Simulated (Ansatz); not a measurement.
hydrogen chloride (HCl), singlet, at a GFN2-xTB geometry. Base run: HF/def2-SV(P) run with Ansatz (an electronic-structure program).

Ansatz was given this input:
Ansatz 0.2 input:
```yaml
crystal:
  periodic: [false, false, false]
  atoms:
    - {symbol: Cl, position_ang: [-0.00000000, -0.00000000, -0.07094563]}
    - {symbol: H, position_ang: [0.00000000, 0.00000000, 1.20607566]}
basis:
  gaussian:
    orbitals: def2-SV_P_.json
hamiltonian:
  xc: hf
```
The basis file holds def2-SV(P) in the JSON format of the Basis Set Exchange.

Each row names what was changed in the base input (with any setting that the change needs).

```csv
change,ΔE vs base (eV)
base,0.00
occupation = up:A1:4 B1:2 B2:2 A2:1 down:A1:4 B1:2 B2:2 A2:1,69.90
occupation = up:A1:5 B1:2 B2:1 A2:1 down:A1:5 B1:2 B2:1 A2:1,58.90
occupation = up:A1:5 B1:1 B2:3 down:A1:5 B1:1 B2:3,58.48
occupation = up:A1:5 B1:1 B2:2 A2:1 down:A1:5 B1:1 B2:2 A2:1,58.90
symmetry_tolerance_ang = 0.01,0.00
occupation = up:A1:5 B1:2 B2:2 down:A1:5 B1:2 B2:2,0.00
```
